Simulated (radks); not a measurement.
Charge is removed step by step from the 5p up level of In, starting from [Kr] 4d10 5s2 5p(up 1, down 0). Method: scalar-relativistic Kohn-Sham, PBE, spin-polarised, spherical densities, finite nucleus; Fermi nuclear charge, rms radius 4.6156 fm; computed with a radial shooting solver on a logarithmic mesh with Libxc functionals.

\begin{tabular}{lrrr}
removed (e) & E - E(0) (eV) & eigenvalue (eV) & E minus straight line (eV) \\ \hline
0 & 0.000 & -2.779 & 0.000 \\
0.125 & 0.387 & -3.426 & -0.303 \\
0.25 & 0.857 & -4.094 & -0.524 \\
0.375 & 1.412 & -4.780 & -0.660 \\
0.5 & 2.053 & -5.484 & -0.709 \\
0.625 & 2.783 & -6.202 & -0.669 \\
0.75 & 3.603 & -6.935 & -0.539 \\
0.875 & 4.517 & -7.679 & -0.316 \\
1 & 5.523 & -8.432 & 0.000 \\
\end{tabular}

Removing the whole electron costs 5.523 eV by Delta-SCF, against 2.779 eV from minus the eigenvalue at the starting occupation. Slater's transition state (half an electron removed) gives 5.484 eV. Integrating minus the eigenvalue over the occupation (Janak's theorem) gives 5.524 eV. In this scalar-relativistic scheme the density is built from large components alone, so the theorem holds only approximately. The mean slope of the eigenvalue, de/dn, is 5.65 eV per electron. Ionisation energy of In in the NIST Atomic Spectra Database: 5.786 eV (measured).
